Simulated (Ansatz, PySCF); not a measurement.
BH2O3, SMILES [O-]B(O)O, charge -1. Atoms are numbered in the order given.

```xyz
6

O      0.0000    -1.1715    -0.7286
B      0.0000     0.0000     0.1039
O      0.0000     1.1715    -0.7286
O      0.0000     0.0000     1.4026
H      0.0000    -1.9086    -0.1102
H      0.0000     1.9086    -0.1102
```
Charge -1, spin multiplicity 1.

Geometry: B3LYP-D3(BJ)/def2-SVPD. The values are those of a single conformer.

Two levels are set side by side: PBE-D3(BJ)/def2-SVPD (Ansatz, a program for electronic structure) and B3LYP-D3(BJ)/def2-SVPD (Ansatz). Each level has its own optimised geometry; the coordinates shown are those of the second. Frequencies come from the Hessian of PySCF at each geometry. Differences are taken from unrounded values.

```json
[
 {"quantity": "mean bond length (Å)", "B3LYP-D3(BJ)": "1.219", "PBE-D3(BJ)": "1.229", "PBE-D3(BJ) minus B3LYP-D3(BJ)": "0.010"},
 {"quantity": "bond O1–B2 (Å)", "B3LYP-D3(BJ)": "1.437", "PBE-D3(BJ)": "1.447", "PBE-D3(BJ) minus B3LYP-D3(BJ)": "0.010"},
 {"quantity": "bond B2–O3 (Å)", "B3LYP-D3(BJ)": "1.437", "PBE-D3(BJ)": "1.447", "PBE-D3(BJ) minus B3LYP-D3(BJ)": "0.010"},
 {"quantity": "bond B2–O4 (Å)", "B3LYP-D3(BJ)": "1.299", "PBE-D3(BJ)": "1.310", "PBE-D3(BJ) minus B3LYP-D3(BJ)": "0.011"},
 {"quantity": "bond O1–H5 (Å)", "B3LYP-D3(BJ)": "0.962", "PBE-D3(BJ)": "0.971", "PBE-D3(BJ) minus B3LYP-D3(BJ)": "0.009"},
 {"quantity": "bond O3–H6 (Å)", "B3LYP-D3(BJ)": "0.962", "PBE-D3(BJ)": "0.971", "PBE-D3(BJ) minus B3LYP-D3(BJ)": "0.009"},
 {"quantity": "highest harmonic wavenumber (cm⁻¹)", "B3LYP-D3(BJ)": "3879", "PBE-D3(BJ)": "3760", "PBE-D3(BJ) minus B3LYP-D3(BJ)": "-119"},
 {"quantity": "mean harmonic wavenumber (cm⁻¹)", "B3LYP-D3(BJ)": "1331", "PBE-D3(BJ)": "1289", "PBE-D3(BJ) minus B3LYP-D3(BJ)": "-42"},
 {"quantity": "zero-point energy (kcal/mol)", "B3LYP-D3(BJ)": "22.83", "PBE-D3(BJ)": "22.11", "PBE-D3(BJ) minus B3LYP-D3(BJ)": "-0.72"}
]
```

Exact exchange shortens and stiffens bonds; PBE has none. Differences between two approximate levels are no errors against the true value.
